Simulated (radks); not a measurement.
The numbers below are computed, except where a source is named.
Initial-state core-level shifts of the palladium ion Pd+ when its valence configuration changes from [Kr] 4d9. Level of theory: scalar-relativistic Kohn-Sham, PBE, spin-polarised, spherical densities, point nucleus; open shells are filled with parallel spins first (spin-orbit coupling, left out, can overturn this in heavy ions) (a radial shooting solver on a logarithmic mesh with Libxc functionals). Shifts are changes of the shell-averaged eigenvalues in eV (positive: less bound).

valence           3s       3p       4s       4p
4d8 5p1       -5.958   -5.958   -5.627   -5.448
4d8 5s1       -4.520   -4.520   -4.160   -3.980
4d7 5p2      -12.162  -12.161  -11.283  -10.875
4d8.5 5p0.5   -2.947   -2.947   -2.807   -2.725
4d7 5s2       -9.595   -9.596   -8.714   -8.327
4d5 5p4      -25.709  -25.707  -23.025  -22.059
4d7 5s1 5p1  -10.819  -10.820   -9.930   -9.528
4d6 5s2 5p1  -16.305  -16.305  -14.682  -14.038
4d8.5 5s0.5   -2.208   -2.208   -2.049   -1.964
